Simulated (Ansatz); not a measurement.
Ge₃F₆, 9 atoms. Hardware: 4 threads of Intel Xeon on a shared host.

Correlated methods freeze 33 core orbitals; core or outer-core shells of Ge are correlated, in sets that lack core-valence functions.

(1) How many basis functions does each of these Ansatz runs have, and roughly what does it cost? r2SCAN-D4/def2-TZVP, charge 0 singlet, energy, from earlier orbitals; PBE0-D4/def2-TZVP, charge 0 singlet, energy, from earlier orbitals; HF/STO-3G, charge 0 singlet, energy; MP2/def2-TZVP, charge 0 singlet, energy, from earlier orbitals; PBE-D4/def2-SVP, charge 0 singlet, energy, from earlier orbitals; HF/def2-TZVP, charge 0 singlet, energy, from earlier orbitals; PBE-D4/def2-SVP, charge 0 singlet, relaxation, 9 steps; PBE0-D4/def2-SVP, charge 0 singlet, energy, from earlier orbitals; PBE-D4/def2-TZVP, charge 0 singlet, energy and forces, from earlier orbitals.

Answers

(1) Other jobs shared the machine, so times can vary by a factor of up to 3. A dash marks memory too small to be measured apart from the calling script's.

```json
{"run": "HF/STO-3G, charge 0 singlet, energy", "functions": "84", "fitting or Cholesky vectors": "985", "wall time": "2.5 s", "peak host memory (GiB)": "–"}
{"run": "PBE-D4/def2-SVP, charge 0 singlet, energy, from earlier orbitals", "functions": "180", "fitting or Cholesky vectors": "1941", "wall time": "6 s", "peak host memory (GiB)": "–"}
{"run": "PBE0-D4/def2-SVP, charge 0 singlet, energy, from earlier orbitals", "functions": "180", "fitting or Cholesky vectors": "1706", "wall time": "11 s", "peak host memory (GiB)": "0.63"}
{"run": "PBE-D4/def2-TZVP, charge 0 singlet, energy and forces, from earlier orbitals", "functions": "330", "fitting or Cholesky vectors": "2010", "wall time": "15 s", "peak host memory (GiB)": "0.68"}
{"run": "r2SCAN-D4/def2-TZVP, charge 0 singlet, energy, from earlier orbitals", "functions": "330", "fitting or Cholesky vectors": "2010", "wall time": "21 s", "peak host memory (GiB)": "0.73"}
{"run": "HF/def2-TZVP, charge 0 singlet, energy, from earlier orbitals", "functions": "330", "fitting or Cholesky vectors": "2577", "wall time": "27 s", "peak host memory (GiB)": "2.2"}
{"run": "PBE0-D4/def2-TZVP, charge 0 singlet, energy, from earlier orbitals", "functions": "330", "fitting or Cholesky vectors": "2139", "wall time": "37 s", "peak host memory (GiB)": "2"}
{"run": "MP2/def2-TZVP, charge 0 singlet, energy, from earlier orbitals", "functions": "330", "fitting or Cholesky vectors": "2229", "wall time": "44 s", "peak host memory (GiB)": "1.4"}
{"run": "PBE-D4/def2-SVP, charge 0 singlet, relaxation, 9 steps", "functions": "180", "fitting or Cholesky vectors": "1941", "wall time": "54 s", "peak host memory (GiB)": "–"}
```
